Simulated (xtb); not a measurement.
1-chloro-2,2-difluoropropane (C3H5ClF2), SMILES CC(F)(F)CCl. All values are semi-empirical tight-binding results from xtb (GFN2-xTB unless named), good for trends rather than for accurate numbers. Geometry optimised at GFN2-xTB. The values are those of a single conformer.

Computed properties:
```yaml
orbital_gap: 6.82 eV
dipole_moment: 2.06 D
zero_point_energy: 47.7 kcal/mol
G − E(el) at 298.15 K (modified RRHO): 28.0 kcal/mol
static polarisability (D4 model): 53.8 bohr³
solvation energy, GFN2-xTB/ALPB(water): -3.7 kcal/mol
solvation energy, GFN2-xTB/ALPB(ether): -5.4 kcal/mol
```
